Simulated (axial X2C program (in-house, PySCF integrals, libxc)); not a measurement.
**Which molecule has these constants?**

Calculated with an in-house relativistic program for diatomic molecules, spin-free (one-electron X2C) or two-component (2c: spin–orbit coupling with atomic mean-field Coulomb and Gaunt terms, which also bring small scalar terms), in Dyall basis sets with cores contracted in-house; open shells are unrestricted.

A two-component CCSD(T) calculation in a Dyall 3-zeta basis gave Re = 2.263 Å, ωe = 253.7 cm⁻¹, De = 0.21 eV, Ω = 3/2.

**Question.** Which molecule is it?
A. LiAs⁺
B. LiN⁺
C. LiP⁺

**Answer.** B. The others have LiAs⁺ 2.785 Å and 223.7 cm⁻¹ (Ω = 3/2); LiP⁺ 2.691 Å and 241.1 cm⁻¹ (Ω = 3/2).

Frozen shells (counts by l): LiN⁺ N 1s, Li 1s, 5 electrons correlated; LiAs⁺ As 3s2p1d, Li 1s, 5 electrons correlated; LiP⁺ P 2s1p, Li 1s, 5 electrons correlated. Coupled cluster in natural virtuals with an MP2 remainder. Where the outer core of a metal is frozen, bonds come out longer and ionisation energies lower.

Each entry is the lowest single determinant of a limited PBE0 search at one distance. De goes to single-determinant-based atoms at the same level (for ions the charge split of lowest energy) and is withheld (n/a) where an atom does not fit its ground term or J level. Main or longest-lived isotopes. One determinant is a doubtful description, or other states lie close, for LiN⁺, LiAs⁺, LiP⁺; these need not be ground states, and all values refer to the states named. With several unpaired electrons the Ω given is that of one determinant, not necessarily of the lowest component.
